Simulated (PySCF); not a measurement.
## A small calculation by hand: chemical shift, span and skew from a shielding tensor

Al(Cl)(OH)(SiH3) (AlClH4OSi), SMILES [OH][Al]([SiH3])[Cl]. Atoms are numbered in the order given.

```xyz
8

Al    -0.3826     0.1543     0.0000
Cl     0.9220     1.8199     0.0000
O     -2.0586     0.4238     0.0000
H     -2.5155     1.2700     0.0000
Si     0.4530    -2.1248     0.0000
H     -0.6655    -3.1167     0.0000
H      1.3041    -2.3701     1.2072
H      1.3041    -2.3701    -1.2072
```
Charge 0, spin multiplicity 1.

Coordinates come from a r2SCAN-D4/def2-SVP optimisation. One conformer was computed; it need not be the lowest.

GIAO shieldings from B3LYP/pcSseg-1 (PySCF), non-relativistic, no solvent. The symmetric part of the tensor of Si5 has the principal values 458.4, 462.6, 485.3 ppm. The same nucleus in TMS has σ = 338.7 ppm at this level (PySCF, at its B3LYP-D3(BJ)/def2-TZVP geometry). Without spin–orbit terms, shifts of atoms bonded to Cl or Br come out too high.

Problem. Work out the isotropic shielding, the ²⁹Si shift against TMS, the span and the skew.

Solution. 
σ(iso) = (σ11 + σ22 + σ33)/3 = 468.8 ppm. δ = σ(ref) − σ(iso) = 338.7 − (468.8) = -130.1 ppm.
Span Ω = σ33 − σ11 = 26.9 ppm. Skew κ = 3(σ(iso) − σ22)/Ω = 0.69. Tumbling in solution averages the tensor to δ; in a static solid the shielding alone would spread this spin-1/2 line over Ω.
